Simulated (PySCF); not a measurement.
## Finite-field polarisability of O (oxygen, neutral)

[He] 2s2 2p4, high-spin 3P determinant. Computed with PySCF 2.14 in dyall-av2z, with no relativity, point nucleus. Frozen: 1s2. Energy changes in a uniform field (μhartree):

```
axis  F (au)        HF       MP2      CCSD   CCSD(T)
   x  0.0071  -100.341  -104.228  -104.261  -104.862
   x  0.0142  -401.441  -417.015  -417.151  -419.562
   y  0.0066   -98.949  -107.759  -109.999  -111.392
   y  0.0132  -396.112  -431.443  -440.437  -446.034
```

By symmetry the remaining axis equals x.

Question: Derive α along x at CCSD(T) from the two fields.

Answer: With ΔE = −αF²/2 − γF⁴/24, α = −(16 ΔE(F) − ΔE(2F))/(6F²) = 4.160 bohr³.

Question: And the mean polarisability at each level?

Answer: The components xx, yy, zz at CCSD(T) are 4.160, 5.113, 4.160, the third axis being equal by symmetry to one of the two computed. Means: HF 4.168, MP2 4.405, CCSD 4.440, CCSD(T) 4.478 bohr³. Reference: 5.3 ± 0.2 bohr³ (recommended; Schwerdtfeger and Nagle, table of static dipole polarizabilities (2023 update)).

CCSD(T) lies more than 5 % below the reference, which points to too few diffuse and polarisation functions.

A double-zeta set is small for polarisabilities.
